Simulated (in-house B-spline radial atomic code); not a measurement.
## RPA and G0W0 on LC-wPBE: Sb

Configuration [Kr] 4d10 5s2 5p3, highest spin, mean-field start LC-wPBE. Computed with a B-spline radial code for spherical atoms: all electrons, scalar-relativistic (spin-free one-electron X2C), finite nucleus, each spin shell either full or empty, empty states to l = 9 with an (l + 1/2)⁻⁴ tail; G0W0 by contour deformation at full frequency.

Spin-orbit coupling, left out, splits p levels strongly here.

Command:
```bash
python run_gw.py task.json out
```
Settings (radii: box in bohr, nucleus in fm):
```
Z                        51
electrons                51
configuration            [Kr] 4d10 5s2 5p3
hamiltonian              x2c
method                   lc_wpbe
lmax                     9
rms_radius               4.6802
spin_polarised           True
box_radius               40
intervals                72
```

Time taken, with all properties: 14 s on 1 thread of Arm Neoverse N1, on a shared host.

Energies (hartree):

| term | value |
| --- | --- |
| mean-field total | -6480.35481 |
| Hartree-Fock functional on these orbitals | -6478.01244 |
| direct second order | -4.343 |
| second-order exchange | 1.1986 |
| SOSEX correction | 1.1216 |

(1) What is the RPA correlation energy, and what remains with SOSEX?

Quasi-particle levels (eV):

| level | occupied | mean field | Σx - vxc | Σc | QP weight | G0W0 |
| --- | --- | --- | --- | --- | --- | --- |
| 5p up | yes | -9.058 | 0.14 | ? | ? | ? |
| 5s down | yes | -15.026 | 1.40 | -1.79 | 0.929 | -15.418 |

G0W0 = mean field + (Σx - vxc) + Σc, with Σc (partial-wave tail included) taken at the quasi-particle energy. Only the outer levels were computed. Levels of low weight are left out.

(2) Where does G0W0 put 5p up?

Answers

(1) RPA gives -3.8328 hartree (-2.04 eV per electron); RPA + SOSEX gives -2.7111, and the second-order doubles -3.1443 hartree (no singles). RPA lacks exchange-type terms and so overcorrelates at short range.

(2) At -9.399 eV, with Σc = -0.48 eV and a quasi-particle weight of 0.943. The tabulated removal energy is 8.608 eV (NIST, measured); the calculation leaves out spin-orbit coupling, Breit and QED terms, and what these don't explain is the method's own error.
